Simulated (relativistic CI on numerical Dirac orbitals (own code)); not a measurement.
How well does a small relativistic CI reproduce Ca I?

Calculated at this level of theory: Dirac-Coulomb-Breit CI, KLI orbitals optimised for each configuration, model QED (radiative potential, 1s self-energy scaled to tabulated hydrogen-like ionisation energies), valence Slater integrals scaled by 0.85, P86 correlation energy added to each configuration (own radial code, finite nucleus).

CI space (outside the closed core [Ar]): 4s2, 4s.4p, 4s.3d, 4s.5s, 3d.4p, 4s.5p, 4s.4d, 4p2, 3d2, 4s.6s, 4s.4f, 4s.6p, 4s.5d, 4s.7s, 3d.4d, 4s.5f, 4s.5g, 4s.7p, 4s.6d, 4d2, 4s.7d, 4p.4d, 3d.5s. Levels of other configurations are missing.

```tsv
Configuration	Term (tabulated)	J	Measured (cm⁻¹)	Computed	Error	Purity (%)
4s2	1S	0	0.0	0	0	94
4s.4p	3P°	0	15157.9	13447	-1710	98
4s.4p	3P°	1	15210.1	13493	-1717	98
4s.4p	3P°	2	15315.9	13586	-1730	98
4s.3d	3D	1	20335.4	21777	1442	100
4s.3d	3D	2	20349.3	21776	1427	100
4s.3d	3D	3	20371.0	21776	1405	99
4s.3d	1D	2	21849.6	23051	1202	83
4s.4p	1P°	1	23652.3	22604	-1048	81
4s.5s	3S	1	31539.5	31770	230	100
4s.5s	1S	0	33317.3	33442	125	97
3d.4p	3F°	2	35730.5	36246	516	97
3d.4p	3F°	3	35818.7	36276	457	100
3d.4p	1D°	2	35835.4	36052	216	97
3d.4p	3F°	4	35896.9	36323	426	100
4s.5p	3P°	0	36547.7	36709	162	93
4s.5p	3P°	1	36554.7	36717	162	93
4s.5p	3P°	2	36575.1	36732	157	93
4s.5p	1P°	1	36731.6	37362	631	85
4s.4d	1D	2	37298.3	36915	-383	79
4s.4d	3D	1	37748.2	37931	182	100
4s.4d	3D	2	37751.9	37936	184	100
4s.4d	3D	3	37757.4	37945	187	100
3d.4p	3D°	1	38192.4	38732	539	98
3d.4p	3D°	2	38219.1	38745	526	98
3d.4p	3D°	3	38259.1	38766	506	98
4p2	3P	0	38417.5	37143	-1275	88
4p2	3P	1	38464.8	37186	-1279	88
4p2	3P	2	38551.6	37271	-1281	88
```

Measured levels from NIST Handbook of Basic Atomic Spectroscopic Data (Sansonetti and Martin, J. Phys. Chem. Ref. Data 34, 1559 (2005)); pairs were made by configuration, J and term (by order where the table uses no LS term), so strongly mixed levels may be paired wrongly.

Mean error by configuration (cm⁻¹): 4s.4p -1551; 4s.3d 1369; 4s.5s 178; 3d.4p 455; 4s.5p 278; 4s.4d 43; 4p2 -1278. Over the excited levels the mean absolute error is 754 cm⁻¹ (28 of the 28 excited levels that our extract of the source holds in range could be paired), and the median relative error of those above 1,000 cm⁻¹ is 1.4 %.
